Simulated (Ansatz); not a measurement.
## Stretch profile

C₃H₈BN (SMILES BN(C)C=C), singlet, at its PBE0-D4/def2-TZVP minimum:

```json
{"atom": "B1", "x (Å)": "-0.1594", "y (Å)": "0.3705", "z (Å)": "-1.8510"}
{"atom": "N2", "x (Å)": "0.0383", "y (Å)": "0.1249", "z (Å)": "-0.4883"}
{"atom": "C3", "x (Å)": "1.2884", "y (Å)": "0.4266", "z (Å)": "0.1787"}
{"atom": "C4", "x (Å)": "-0.9699", "y (Å)": "-0.4279", "z (Å)": "0.3008"}
{"atom": "C5", "x (Å)": "-0.8941", "y (Å)": "-0.7033", "z (Å)": "1.6003"}
{"atom": "H6", "x (Å)": "-1.2179", "y (Å)": "0.0955", "z (Å)": "-2.3332"}
{"atom": "H7", "x (Å)": "0.7325", "y (Å)": "0.8457", "z (Å)": "-2.4887"}
{"atom": "H8", "x (Å)": "1.7260", "y (Å)": "-0.4793", "z (Å)": "0.6089"}
{"atom": "H9", "x (Å)": "1.1312", "y (Å)": "1.1451", "z (Å)": "0.9888"}
{"atom": "H10", "x (Å)": "1.9831", "y (Å)": "0.8497", "z (Å)": "-0.5429"}
{"atom": "H11", "x (Å)": "-1.8780", "y (Å)": "-0.6303", "z (Å)": "-0.2556"}
{"atom": "H12", "x (Å)": "-0.0098", "y (Å)": "-0.5186", "z (Å)": "2.1956"}
{"atom": "H13", "x (Å)": "-1.7500", "y (Å)": "-1.1335", "z (Å)": "2.1017"}
```

The bond length C3–H9 (1.094 Å at the minimum) is set to the values below, the two halves moving rigidly along the bond. Each method's energies count from its own value at the PBE0-D4 minimum structure. Ansatz 0.2.0; basis: def2-TZVPP; cores frozen in the correlated methods. B3LYP uses VWN-RPA correlation.

```
bond length (Å)  CCSD(T) (eV)  B3LYP-D4 (eV)  PBE-D4 (eV)  PBE0-D4 (eV)
          0.963             ?          0.349        0.389         0.361
          1.001         0.167          0.161        0.188         0.167
          1.057             ?          0.021        0.032         0.023
          1.122         0.013          0.013        0.006         0.013
          1.194         0.136          0.137        0.110         0.137
          1.272         0.371          0.372        0.326         0.376
          1.354         0.687          0.681        0.618         0.695
          1.441         1.060          1.037        0.960         1.068
          1.532             ?          1.435        1.341         1.483
```

(1) Fill in the withheld CCSD(T) values. (An estimate is asked for; the value comes from the calculation.)

(1) By the calculation: 0.360 eV at 0.963 Å; 0.023 eV at 1.057 Å; 1.463 eV at 1.532 Å. These count from the CCSD(T) energy at the PBE0-D4 minimum.

Minimum and curvature along this coordinate at CCSD(T): A fifth-order fit through the nearest points gives 1.093 Å, with a curvature of about 32 eV/Å².

Q: Treat the two halves as rigid bodies and work out the harmonic wavenumber of this stretch from that curvature (ν̃ = 521.5 √(k/μ) cm⁻¹ with k in eV/Å² and μ in u).

A: The halves weigh 67.91 and 1.01 u, so μ = 67.91 × 1.01/68.92 = 0.995 u and ν̃ = 521.5 √(32/0.995) ≈ 3000 cm⁻¹. A true normal mode mixes in other motions, so this is a guide only.

Largest difference from the CCSD(T) curve over the scan: r2SCAN-D4 0.011; wB97M-V 0.051; HF 0.236; MP2 0.089 eV. Each curve counts from its own value at the minimum.

No T1 diagnostic of these runs exceeds 0.014.

For scale, one of the runs: CCSD(T)/def2-TZVPP, 267 basis functions (an equivalent command: `ansatz run in.yaml --threads 8`). Hardware: 8 CPU threads, shared host. Wall time 49 s; peak host memory 7.6 GiB.
